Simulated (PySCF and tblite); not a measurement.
Results of a calculation; reference values are marked as such.
Pyramidal inversion: stationary points, barriers and rates

System: C₅H₆F₃N, numbered as in [CH2:1]=[CH:2][C@@H:3]1[NH:4][C@H:5]1[C:6]([F:7])([F:8])[F:9].

Motion: pyramidal inversion at N4. Level: revPBE/pcSseg-1 + D3(BJ) on GFN2-xTB stationary points, with GFN2-xTB thermal terms. Rates follow Eyring's equation with the number of equivalent paths and no tunnelling. Run with tblite and PySCF.

```json
{"point": "start", "symmetry": "C1", "E(GFN2) kcal/mol": "0.0", "E(DFT) kcal/mol": "0.0", "ZPE change kcal/mol": "0.00", "lowest mode cm⁻¹": "36", "dipole D": "1.22"}
{"point": "saddle", "symmetry": "C1", "E(GFN2) kcal/mol": "13.5", "E(DFT) kcal/mol": "15.1", "ZPE change kcal/mol": "-1.38", "lowest mode cm⁻¹": "889i", "dipole D": "2.36"}
{"point": "end", "symmetry": "C1", "E(GFN2) kcal/mol": "0.8", "E(DFT) kcal/mol": "0.0", "ZPE change kcal/mol": "0.00", "lowest mode cm⁻¹": "33", "dipole D": "3.14"}
```

```
Electronic barrier                                      : 15.1 kcal/mol
Barrier with zero-point energy                          : 13.8 kcal/mol
ΔH‡ (298 K)                                             : 13.8 kcal/mol
ΔS‡ (298 K, symmetry apart)                             : 0.2 cal/(mol K)
Paths                                                   : 1 equivalent path
End point                                               : a different minimum
Mean lifetime of the start against this motion at 298 K : 1.7 ms
Cost                                                    : 110 s on 1 thread of Arm Neoverse V1 (shared host) (rough), peak memory 0.7 GiB, launched as `OMP_NUM_THREADS=1 python ens_run.py task.json out`
```

| T/K | ΔG‡ kcal/mol | k s⁻¹ | ΔG kcal/mol | k back s⁻¹ |
| --- | --- | --- | --- | --- |
| 250 | 13.7 | 5.5 | 0.0 | 5.1 |
| 298 | 13.7 | 576 | -0.1 | 530 |
| 350 | 13.7 | 2.1×10⁴ | -0.1 | 1.9×10⁴ |
| 400 | 13.7 | 2.8×10⁵ | -0.1 | 2.6×10⁵ |
| 500 | 13.7 | 1.1×10⁷ | -0.1 | 1×10⁷ |

ΔG and ΔG‡ leave out symmetry numbers and mirror images; rates count paths: 1 out, 1 back.
